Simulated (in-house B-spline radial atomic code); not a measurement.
**I6+: [Ar] 3d10 4s2 (4p1/2)1 (4p3/2)4 4d10 5s1 (6d5/2)1 (an excited or competing configuration)**

Method: Dirac-Hartree-Fock, average of the jj configuration, Fermi nucleus of rms radius 4.75 fm. Calculated with a B-spline radial code for spherical atoms.

Screening seen three ways: the hydrogenic charge with the same mean radius, Z_r = [3n² - l(l+1)]/(2<r>), the one with the same energy, Z_e = n√(-2ε), and Slater's rules. Values are occupation-weighted means over j. An effective charge above Z reflects the relativistic contraction of the inner shells.

| shell | electrons | ε (eV) | <r> (bohr) | Z_r | Z_e | Slater |
| --- | --- | --- | --- | --- | --- | --- |
| 1s | 2 | -33462 | 0.02722 | 55.11 | 49.59 | 52.70 |
| 2s | 2 | -5350.7 | 0.1166 | 51.47 | 39.66 | 48.85 |
| 2p | 6 | -4812.4 | 0.1023 | 48.87 | 37.61 | 48.85 |
| 3s | 2 | -1199 | 0.3121 | 43.26 | 28.16 | 41.75 |
| 3p | 6 | -1019.1 | 0.3104 | 40.27 | 25.96 | 41.75 |
| 3d | 10 | -747.74 | 0.2873 | 36.55 | 22.24 | 31.85 |
| 4s | 2 | -300.3 | 0.735 | 32.65 | 18.79 | 25.60 |
| 4p | 5 | -241.4 | 0.7839 | 29.34 | 16.85 | 25.60 |
| 4d | 10 | -151.4 | 0.8804 | 23.85 | 13.34 | 14.85 |
| 5s | 1 | -95.182 | 1.659 | 22.61 | 13.22 | 10.55 |
| 6d | 1 | -31.993 | 4.126 | 12.36 | 9.20 | 7.00 |

The least bound orbital is 6d5/2 at -31.99 eV, and it is also the most diffuse (<r> = 4.126 bohr). The part-filled 4p shell lies below the filled 4d shell in orbital energy.

For the 1s electron the small component carries 3.81 % of the norm, the zero-frequency Breit interaction raises the level by 81.6 eV, self-energy by 46.85 eV, and vacuum polarisation lowers it by 6.463 eV.
